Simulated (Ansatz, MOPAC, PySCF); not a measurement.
Positional isomers: trisilane mercapto. Isolated molecules, 0 K electronic values unless said otherwise. One relaxed conformer stands for each flexible species; it need not be the lowest. Strings in code marks are SMILES.

Quantity: electronic energy of isomers of H8SSi3 relative to `[SiH3][SiH2][SiH2]S` (Si–Si–Si–S torsion 49°, Si–Si–S–H torsion 179°), in kJ/mol. Semi-empirical values (MOPAC) are differences of heats of formation.

Level 1: frozen-core CCSD(T)/cc-pVTZ // B3LYP-D3(BJ)/def2-TZVP (Ansatz, a program for electronic structure)
Level 2: PBE-D3(BJ)/def2-TZVP // B3LYP-D3(BJ)/def2-TZVP (PySCF)
Level 3: HF/3-21G // B3LYP-D3(BJ)/def2-TZVP (PySCF)
Level 4: PM6 // B3LYP-D3(BJ)/def2-TZVP (MOPAC)

```csv
species,level 1,level 2,level 3,level 4
`[SiH3][SiH]([SiH3])S` (Si–Si–S–H torsion 62°),0.64,-1.02,0.84,-3.27
```
